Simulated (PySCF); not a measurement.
Compound: cyclo-(SiH2)6.
Cartesian coordinates in Å at the PBE0-D3(BJ)/def2-SVP level; atoms count from 1:
```xyz
18
Si6H12 angstrom
Si     1.2392   -0.7507   -1.6997
H      2.0360   -1.7902   -2.4260
H      1.2255    0.5011   -2.5225
Si    -0.9720   -1.4712   -1.3742
H     -0.9687   -2.6434   -0.4415
H     -1.5947   -1.8937   -2.6688
Si    -2.1911    0.2747   -0.3869
H     -2.0920    1.4918   -1.2544
H     -3.6352   -0.0959   -0.2467
Si    -1.2449    0.7544    1.7075
H     -2.0420    1.7951    2.4312
H     -1.2327   -0.4963    2.5320
Si     0.9670    1.4729    1.3831
H      0.9629    2.6458    0.4509
H      1.5908    1.8948    2.6773
Si     2.1845   -0.2740    0.3956
H      3.6298    0.0924    0.2573
H      2.0814   -1.4906    1.2634
```

Jobs on this species (18 atoms, 96 electrons) with PySCF (density fitting). Hardware of each: one thread of an Intel Xeon at 2.50 GHz, no GPU, on a shared host. Other jobs ran on the host; a repeat could differ by tens of per cent or more. Peak memory is the resident size of the whole Python process, interpreter and libraries included.

```csv
level and settings,work,basis functions,SCF cycles,wall time,peak memory
wB97X-D/pcSseg-1,"shieldings, ring-centre shieldings",204,?,?,?
PBE0/pcSseg-1,"shieldings, ring-centre shieldings, charges and field gradients, density and orbital grids written",204,?,?,?
"PBE0-D3(BJ)/def2-SVP, grid level 1",geometry optimisation from a GFN2-xTB start shaken at random,168,67,7.7 min,0.72 GiB
B3LYP/def2-SVPD,"10 singlets by full TDDFT, 4 Tamm–Dancoff triplets, polarisability, density and orbital grids written",240,11,2.7 min,1.0 GiB
"delta-SCF UKS SCAN, pcX-2 on the ionised atom, pcseg-1 elsewhere, spin-free X2C","ΔSCF core ionisation, 2 holes",210,26,56 s,0.61 GiB
```

Problem. Fill in the missing figures.

Solution. 
- wB97X-D/pcSseg-1; shieldings, ring-centre shieldings: 1.9 min, 1.2 GiB, 11 SCF cycles
- PBE0/pcSseg-1; shieldings, ring-centre shieldings, charges and field gradients, density and orbital grids written: 2.1 min, 1.2 GiB, 11 SCF cycles

Problem. What do all jobs in the table cost together?

Solution. About 15 min; the longest takes about 50 % of that, and about 8.2 times as long as the shortest.
